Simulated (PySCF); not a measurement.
# CaS⁺ at UHF-SCS-MP2

Level: UHF-SCS-MP2. basis Ca def2-SVPD, S def2-SVPD; no relativity; PySCF 2.14.

| Quantity | Value |
| --- | --- |
| state | ²Π (doublet), unpaired electrons π ↑ |
| bond length | 2.526 Å |
| harmonic wavenumber | 382 cm⁻¹ |
| force constant | 1.53 mdyn/Å |
| rotational constant Be | 0.1487 cm⁻¹ |
| anharmonicity ωexe | 1.28 cm⁻¹ |
| vibration–rotation constant αe | 0.000697 cm⁻¹ |
| well depth De to Ca⁺ + S | 2.21 eV |
| dissociation energy D0 | 2.18 eV |

Correlated steps freeze 10 core orbitals. Correlated levels converge slowly with the basis: in double zeta they bind strong bonds too weakly, by up to about 1 eV, and carry superposition errors of some tenths. For an ion De counts to the pair picked by the measured ionisation energies or electron affinities, which need not be the lowest pair at this level. The state was picked by a PBE0 search and need not be the measured ground state.
